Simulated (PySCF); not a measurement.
# Deuteron quadrupole couplings in `CS(=O)(=O)c1ccc(F)s1`

Species: C5H5FO2S2.
Cartesian coordinates in Å at the GFN2-xTB level; atoms count from 1:
```
atom  x, y, z in Å
C1    -2.281    0.782   -0.545
S2    -1.512   -0.765   -0.004
O3    -1.894   -1.036    1.351
O4    -1.742   -1.768   -1.001
C5     0.226   -0.370    0.008
C6     1.044   -0.304    1.091
C7     2.377    0.018    0.756
C8     2.515    0.183   -0.586
F9     3.634    0.498   -1.231
S10    1.048   -0.054   -1.474
H11   -3.351    0.619   -0.583
H12   -2.039    1.550    0.178
H13   -1.900    1.024   -1.529
H14    0.689   -0.486    2.088
H15    3.182    0.117    1.459
```

Level: PBE0/pcSseg-1 (PySCF, non-relativistic); Q(2H) = 0.00286 b; rigid geometry, the same for H and D, with no vibrational averaging.

Question: Rank these positions by the coupling χzz of a deuteron there, largest first.
A. H14 (aromatic hydrogen)
B. H13 (methyl hydrogen)
C. H15 (aromatic hydrogen)

Answer: C (229 kHz), A (225 kHz), B (213 kHz).

Question: Give the electric field gradient Vzz (the principal value of largest size), its asymmetry and the 2H coupling at each hydrogen.

Answer: 
```tsv
atom	bonded to	bond length (Å)	Vzz (au)	η	χzz (kHz)
H11	C1	1.083	0.3181	0.04	214
H12	C1	1.082	0.3183	0.04	214
H13	C1	1.082	0.3176	0.05	213
H14	C6	1.074	0.3344	0.05	225
H15	C7	1.074	0.3406	0.08	229
```

Question: A static deuteron (I = 1) shows a doublet split by (3/2)χ, (3/4)χ(1 + η) and (3/4)χ(1 − η) with the field along z, y and x of the gradient. What are these for H12?

Answer: With |χ| = 213.9 kHz and η = 0.041: 321, 167 and 154 kHz, to first order and without motion.

One conformer (not necessarily the lowest) at the GFN2-xTB geometry, without solvent, vibrations or thermal averaging. GFN2-xTB bond lengths can be off by several hundredths of an ångström, more for odd bonds, and the gradients follow them. The small basis limits the accuracy of the gradients.
